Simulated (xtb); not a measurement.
xtb input (GFN1-xTB):

```bash
xtb mol.xyz --gfn 1 --sp --chrg 0 --uhf 0
```
mol.xyz:
```
11

C      1.86665065    -1.68166282    -0.35064587
Ge     0.10362404    -0.85722969    -0.15829328
C     -1.41202166    -2.07925483    -0.34383308
I     -0.12038096     0.95960284    -1.93155692
I     -0.02196996     0.21799495     2.14900833
H      2.63787478    -0.92425316    -0.23159275
H      1.98723535    -2.44847958     0.41425215
H      1.94490187    -2.12946200    -1.34108529
H     -2.34143137    -1.52807452    -0.22124619
H     -1.38502919    -2.53326996    -1.33416599
H     -1.34269572    -2.85228755     0.42117145
```

End of the output:

```
         :::::::::::::::::::::::::::::::::::::::::::::::::::::
         ::                     SUMMARY                     ::
         :::::::::::::::::::::::::::::::::::::::::::::::::::::
         :: total energy             -17.159059157766 Eh    ::
         :: gradient norm              0.022006455801 Eh/a0 ::
         :: HOMO-LUMO gap              5.105534364699 eV    ::
         ::.................................................::
         :: SCC energy               -17.283880578352 Eh    ::
         :: -> electrostatic           0.004839237805 Eh    ::
         :: repulsion energy           0.130472956071 Eh    ::
         :: dispersion energy         -0.005651535485 Eh    ::
         :: halogen bond corr.         0.000000000000 Eh    ::
         :: add. restraining           0.000000000000 Eh    ::
         :: total charge               0.000000000000 e     ::
         :::::::::::::::::::::::::::::::::::::::::::::::::::::

           -------------------------------------------------
          |                Property Printout                |
           -------------------------------------------------

    * Orbital Energies and Occupations

         #    Occupation            Energy/Eh            Energy/eV
      -------------------------------------------------------------
         1        2.0000           -0.8736453             -23.7731
       ...           ...                  ...                  ...
         4        2.0000           -0.6086881             -16.5632
         5        2.0000           -0.5617133             -15.2850
         6        2.0000           -0.5127201             -13.9518
         7        2.0000           -0.5115336             -13.9195
         8        2.0000           -0.5058609             -13.7652
         9        2.0000           -0.5057968             -13.7634
        10        2.0000           -0.4501897             -12.2503
        11        2.0000           -0.4460597             -12.1379
        12        2.0000           -0.4453047             -12.1174
        13        2.0000           -0.4266281             -11.6091
        14        2.0000           -0.4216115             -11.4726
        15        2.0000           -0.4114490             -11.1961
Note: The following floating-point exceptions are signalling: IEEE_DENORMAL
normal termination of xtb
        16        2.0000           -0.4094524             -11.1418 (HOMO)
        17                         -0.2218274              -6.0362 (LUMO)
        18                         -0.1640890              -4.4651
        19                         -0.1372136              -3.7338
        20                         -0.1211669              -3.2971
        21                         -0.1163778              -3.1668
        22                         -0.1152800              -3.1369
        23                         -0.0916766              -2.4946
        24                         -0.0894401              -2.4338
        25                         -0.0864808              -2.3533
        26                         -0.0669086              -1.8207
        27                         -0.0600004              -1.6327
       ...                                ...                  ...
        47                          0.5498088              14.9611
      -------------------------------------------------------------
                  HL-Gap            0.1876249 Eh            5.1055 eV
             Fermi-level           -0.3156399 Eh           -8.5890 eV

  Mulliken/CM5 charges         n(s)   n(p)   n(d)
     1C    -0.18265 -0.31662   1.042  3.140  0.000
     2Ge    0.23453  0.11332   1.332  1.771  0.662
     3C    -0.18265 -0.31662   1.042  3.140  0.000
     4I    -0.03829 -0.00335   2.032  5.026 -0.020
     5I    -0.03829 -0.00335   2.032  5.026 -0.020
     6H     0.03385  0.08724   0.966  0.000  0.000
     7H     0.03491  0.08804   0.965  0.000  0.000
     8H     0.03491  0.08804   0.965  0.000  0.000
     9H     0.03385  0.08724   0.966  0.000  0.000
    10H     0.03491  0.08804   0.965  0.000  0.000
    11H     0.03491  0.08804   0.965  0.000  0.000

Wiberg/Mayer (AO) data.
largest (>0.10) Wiberg bond orders for each atom

 ---------------------------------------------------------------------------
     #   Z sym  total        # sym  WBO       # sym  WBO       # sym  WBO
 ---------------------------------------------------------------------------
     1   6 C    3.977 --     7 H    0.972     8 H    0.972     6 H    0.970
                             2 Ge   0.923
     2  32 Ge   4.504 --     5 I    1.273     4 I    1.273     1 C    0.923
                             3 C    0.923
     3   6 C    3.977 --    10 H    0.972    11 H    0.972     9 H    0.970
                             2 Ge   0.923
     4  53 I    1.421 --     2 Ge   1.273
     5  53 I    1.421 --     2 Ge   1.273
     6   1 H    1.006 --     1 C    0.970
     7   1 H    1.004 --     1 C    0.972
     8   1 H    1.004 --     1 C    0.972
     9   1 H    1.006 --     3 C    0.970
    10   1 H    1.004 --     3 C    0.972
    11   1 H    1.004 --     3 C    0.972
 ---------------------------------------------------------------------------

Topologies differ in total number of bonds
Writing topology from bond orders to xtbtopo.mol

 dipole moment from electron density (au)
     X       Y       Z
   0.1102  -0.9120  -0.1684  total (Debye):    2.374

           -------------------------------------------------
          | TOTAL ENERGY              -17.159059157766 Eh   |
          | GRADIENT NORM               0.022006455801 Eh/α |
          | HOMO-LUMO GAP               5.105534364699 eV   |
           -------------------------------------------------

------------------------------------------------------------------------
------------------------------------------------------------------------
 total:
 SCF:
```
